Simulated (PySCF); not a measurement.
Fill in the blanks.

C7H9OP.
Atom-mapped SMILES: `[CH3:1][O:2][c:3]1[cH:4][cH:5][c:6]([CH3:7])[cH:8][p:9]1` (hydrogens: H10, H11, H12 on C1; H13 on C4; H14 on C5; H15, H16, H17 on C7; H18 on C8)

Conformer (atom-mapped SMILES and torsion angles): `[CH3:1][O:2][c:3]1[cH:4][cH:5][c:6]([CH3:7])[cH:8][p:9]1`: C1–O2–C3–C4 180°.

```tsv
property	level	value
rotational constants A, B, C of the GFN2-xTB geometry	GFN2-xTB	?
dipole moment	PBE0/pcSseg-1	0.61 D
HOMO energy	PBE0/pcSseg-1	-6.42 eV
LUMO energy	PBE0/pcSseg-1	?
13C chemical shifts (computed TMS as zero) by class	GIAO PBE0/pcSseg-1	?
1H chemical shifts (computed TMS as zero) by class	GIAO PBE0/pcSseg-1	?
isotropic shieldings of nuclei other than C and H, by class	GIAO PBE0/pcSseg-1	?
```

The electronic properties come from PySCF, for the isolated species, density fitting. NMR classes are plain means over equivalent atoms (diastereotopic ones count apart unless rotation or inversion swaps them), as if these changed places fast; in this geometry the members of some classes differ.

**Question.** The LUMO energy?

**Answer.** -1.24 eV.

**Question.** The 1H chemical shifts (computed TMS as zero) by class?

**Answer.** 8.70 (H18), 7.64 (H13), 7.59 (H14), 4.13 (H10/H11/H12), 2.59 (H15/H16/H17) ppm.

**Question.** Give the isotropic shieldings of nuclei other than C and H, by class.

**Answer.** 183 (O2), 170 (P9) ppm.

**Question.** What are the 13C chemical shifts (computed TMS as zero) by class?

**Answer.** 203.3 (C3), 159.0 (C8), 141.3 (C6), 137.8 (C5), 128.1 (C4), 59.9 (C1), 26.9 (C7) ppm.

**Question.** The rotational constants A, B, C of the GFN2-xTB geometry?

**Answer.** 3.475, 0.926, 0.738 GHz.

With B = h/(8π²I), that is 505.379 GHz u Å² over I, the principal moments of inertia are 145.4, 545.8 and 684.9 u Å² (most abundant isotopes). In atomic units the dipole is 0.24 e·bohr (1 au = 2.5417 D). The rotational constants make it an asymmetric top with κ = (2B − A − C)/(A − C) = -0.86, nearer the prolate limit (−1).

One conformer stands for the species.
